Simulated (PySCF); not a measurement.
**Electronic structure of N³⁺ (nitrogen, charge +3) at the UHF level**

Configuration: [He] 2s2, closed-shell 1S. Calculation: PySCF 2.14, in ANO-RCC-VTZP (4s3p2d1f, 30 functions); the spin-free X2C one-electron Hamiltonian (Gaussian nucleus).

```
Total energy                        : -51.110899 hartree
One-electron energy                 : -60.4253 hartree
Hartree (Coulomb) energy            : 14.4520 hartree
Exchange energy                     : -5.1376 hartree
⟨S²⟩                                : 0.0000
⟨L²⟩                                : 0.000
Sum of ⟨r⟩                          : 2.680 bohr
Sum of ⟨r²⟩                         : 3.053 bohr²
Langevin diamagnetic susceptibility : -2.42 ×10⁻⁶ cm³/mol
```

```json
{"shell": "1s", "electrons": "2", "mean orbital energy (hartree)": "-18.12997", "rms radius, mean of both spins (bohr)": "0.263"}
{"shell": "2s", "electrons": "2", "mean orbital energy (hartree)": "-2.76826", "rms radius, mean of both spins (bohr)": "1.21"}
```
